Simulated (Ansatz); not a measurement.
Reaction (cleavage of the B–Si bond): `N[SiH]([SiH3])BF` + `O[SiH2][SiH3]` → `FBO[SiH2][SiH3]` + `N[SiH2][SiH3]`

Gas-phase electronic energies from Ansatz, PBE0-D4/def2-TZVP geometries. CBS: MP2 limit from def2 TZ/QZ plus the TZ coupled-cluster correction, frozen cores. This one scheme is used for every species. Functionals use def2-TZVPP. B3LYP here is the variant with VWN-RPA as its local correlation; programs differ in this. One conformer a species, not always the lowest.

| level | ΔE (kcal/mol) |
| --- | --- |
| PBE0-D4 | -41.1 |
| B3LYP-D4 | -43.7 |
| ωB97X-V | -43.1 |
| ωB97M-V | -44.2 |
| B2PLYP | -44.3 |
| B3LYP | -43.4 |
| SCS-MP2/def2-TZVPP | -45.1 |
| HF/def2-QZVPP | -48.4 |

Problem. What does CCSD(T)/CBS give? (An estimate is asked.)

Solution. Ansatz gave: -43.2 kcal/mol. The listed levels differ from it by 2.1, -0.5, 0.1, -1.0, -1.1, -0.2, -1.9, -5.2 kcal/mol.

Largest T1 diagnostic among the species: 0.014.

From PBE to PBE0 (25 % exact exchange), in def2-TZVPP and without D4, ΔE moves by −1.9 kcal/mol. In def2-TZVPP, CCSD(T) changes the Hartree–Fock value by +4.5 kcal/mol (the triples alone add +0.5 kcal/mol) and MP2 by +3.4 kcal/mol.
